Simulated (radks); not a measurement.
Results of a calculation; reference values are marked as such.
Effect of the nuclear size on neutral aluminium, [Ne] 3s2 3p1. Level of theory: Dirac Kohn-Sham, exchange-only LDA, spin-unpolarised, spherical densities, finite nucleus; open shells fill j = l - 1/2 first; Fermi nuclear charge, rms radius 3.061 fm (a radial shooting solver on a logarithmic mesh with Libxc functionals). The rms radius is varied about that value; shifts are against it.

rms radius (fm) = 2.5468: total energy shift (eV) -0.00113; density at nucleus (e/bohr^3) 1490; 1s1/2 shift (meV) -0.472
rms radius (fm) = 2.8131: total energy shift (eV) -0.000572; density at nucleus (e/bohr^3) 1489; 1s1/2 shift (meV) -0.238
rms radius (fm) = 3.061: total energy shift (eV) 0; density at nucleus (e/bohr^3) 1487; 1s1/2 shift (meV) 0.000
rms radius (fm) = 3.3671: total energy shift (eV) 0.000772; density at nucleus (e/bohr^3) 1486; 1s1/2 shift (meV) 0.321
rms radius (fm) = 3.5997: total energy shift (eV) 0.00141; density at nucleus (e/bohr^3) 1484; 1s1/2 shift (meV) 0.586

Slopes of the eigenvalues against <r^2> in GHz/fm^2, as finite differences over the two radii next to the reference (eigenvalue slopes, not the field-shift constants of lines): 1s1/2 39.5.
